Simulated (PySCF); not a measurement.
Working out the ionisation energy of As

As [Ar] 3d10 4s2 4p3 (4S) → As+ [Ar] 3d10 4s2 4p2 (3P). All numbers are calculated (PySCF 2.14, the non-relativistic Hamiltonian (point nucleus), in 6-31G*). Frozen: [Ar] 3d10. Energies in hartree (1 hartree = 27.21139 eV):

```csv
part,As (lower),As+ (upper)
UHF,-2233.902271,-2233.554627
CCSD correlation,-0.068009,-0.058681
(T),-0.000813,-0.000670
```

Task: What does Hartree-Fock give?

Result: (-2233.554627) − (-2233.902271) = 0.347644 hartree = 9.460 eV.

Task: What do CCSD and CCSD(T) give?

Result: The CCSD correlation energies differ by 0.009328 hartree = 0.254 eV and the triples by 0.000143 hartree = 0.004 eV, so CCSD gives 9.714 eV and CCSD(T) 9.718 eV.

Measured between the centres of the two terms (NIST): 10.008 eV, so CCSD(T) (valence) is off by -0.290 eV.

The calculation is non-relativistic.

What remains against the reference includes basis incompleteness, the frozen core and higher excitations.
